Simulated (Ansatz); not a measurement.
System: C3H9OSi (charge 0, doublet). It need not be the lowest isomer of its formula. 
Structure (B3LYP-D3(BJ)/def2-TZVP (Ansatz, a first-principles code) minimum search):
```xyz
14

Si     0.0291    -0.0040     0.0267
C      1.8502     0.2285    -0.1968
C     -0.5646    -1.3108    -1.1754
C     -0.9019     1.5967    -0.2134
O     -0.2990    -0.4393     1.5990
H      2.4049    -0.1670    -1.0416
H      2.4555     0.8011     0.4995
H     -0.3731    -1.0059    -2.2075
H     -1.6385    -1.4778    -1.0682
H     -0.0585    -2.2654    -1.0136
H     -1.9671     1.4488    -0.0205
H     -0.7888     1.9698    -1.2332
H     -0.5383     2.3648     0.4715
H      0.1866    -1.1838     1.9620
```
Charge 0, spin multiplicity 2.

Computed values are from Ansatz. Cores are frozen in the correlated levels unless marked. UHF or UKS for open shells. No spin-orbit coupling. Non-relativistic. CBS marks a two-point X^-3 extrapolation of the correlation energy; Hartree-Fock from the larger set.

```yaml
atomisation energy De: 5325.4 kJ/mol at CCSD(T)/CBS(cc-pV(T+d)Z,cc-pV(Q+d)Z)
total_energy: -483.8397 Eh at CCSD(T)/CBS(cc-pV(T+d)Z,cc-pV(Q+d)Z)
dipole_moment: 1.28 D at CCSD(T)/aug-cc-pV(D+d)Z
T1 diagnostic: 0.011 at CCSD/cc-pV(Q+d)Z
```
